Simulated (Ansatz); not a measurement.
Ansatz (a program for electronic structure) input (RPA@PBE/cc-pVQZ):

Ansatz 0.2 input:
```yaml
crystal:
  periodic: [false, false, false]
  atoms:
    - {symbol: Ge, position_ang: [1.53254420, -0.06948672, 0.03692405]}
    - {symbol: C, position_ang: [-0.36275593, 0.04468807, 0.01000572]}
    - {symbol: C, position_ang: [-1.25430099, -0.59332383, 0.91242740]}
    - {symbol: C, position_ang: [-2.56631076, -0.31082895, 0.50421406]}
    - {symbol: C, position_ang: [-2.50242629, 0.50029867, -0.65343792]}
    - {symbol: C, position_ang: [-1.15100254, 0.71850266, -0.95989115]}
    - {symbol: H, position_ang: [2.23523050, 1.19549776, -0.54422771]}
    - {symbol: H, position_ang: [2.18479987, -1.24433165, -0.77287339]}
    - {symbol: H, position_ang: [2.11538064, -0.25740546, 1.47068520]}
    - {symbol: H, position_ang: [-0.96538567, -1.18753497, 1.77045526]}
    - {symbol: H, position_ang: [-3.47121751, -0.64174829, 0.99972447]}
    - {symbol: H, position_ang: [-3.34995967, 0.89840745, -1.19851860]}
    - {symbol: H, position_ang: [-0.76948368, 1.30467073, -1.78672376]}
basis:
  gaussian:
    orbitals: cc-pVQZ
hamiltonian:
  xc: pbe
total_charge: -1
magnetization: {spin_polarized: false}
correlation: {method: rpa, electrons: outside_noble_gas}
```

End of the output:

```
integrals: 4.95 GiB planned
3257 factors; integrals over basis functions are off by at most 8.4e-4 eV
0.83 GiB of the device are held for the grids
7.05 GiB of device memory are held for the factors and their scratch space
mean field: 8.20 GiB planned
mean field evaluation 1: about -61792.9198 eV, gradient 7.1e1 eV
mean field evaluation 2: about -61792.9276 eV, gradient 7.1e1 eV
mean field evaluation 4: about -61802.7947 eV, gradient 2.2e1 eV
mean field evaluation 8: about -61804.7552 eV, gradient 5.2e-1 eV
mean field evaluation 16: about -61804.7559 eV, gradient 9.9e-4 eV
mean field evaluation 32: about -61784.0016 eV, gradient 5.4e1 eV
mean field -61804.75593475 eV, -2271.2828878340 hartree, gradient 3.2e-6 eV, S^2 0.000000; 0 other end points of the search recorded, 0 dependent functions left out
19 core orbitals not correlated
reference -61736.83452533 eV, -2268.7868220763 hartree; 16, 16 occupied and 518, 518 virtual orbitals, 3257 factors
Total energy: -61781.90780387 eV, -2270.4432345110 hartree
```

It need not be the lowest isomer of its formula. Whether it binds its extra electron was not tested at this geometry.
